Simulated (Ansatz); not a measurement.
```xyz
10

C    -1.856   -0.349    0.508
Si   -0.105   -0.780    0.046
O     0.482   -0.086   -1.368
Al    1.658    0.620   -0.303
O     2.921    1.662   -0.698
H    -2.024    0.729    0.523
H    -2.099   -0.756    1.494
H    -2.542   -0.799   -0.217
H     0.018   -2.267    0.093
H     3.549    2.026   -0.078
```

Charge 0, multiplicity 1.

(1) List the PBE0/def2-TZVPP orbital energies in eV (Ansatz). (Estimate.)

Results:

(1) Computed: Occupied: -1802.95, -1527.96, -522.61, -521.89, -277.90, -145.16, -113.82, -99.87, -99.81, -99.78, -73.91, -73.79, -73.75, -27.64, -26.56, -19.76, -14.52, -13.72, -11.80, -11.70, -11.10, -10.27, -10.21, -10.20, -9.64, -8.40, -6.11. Lowest empty: -1.36, -0.60, 0.75, 1.36, 1.39, 2.13, 2.56, 2.98.
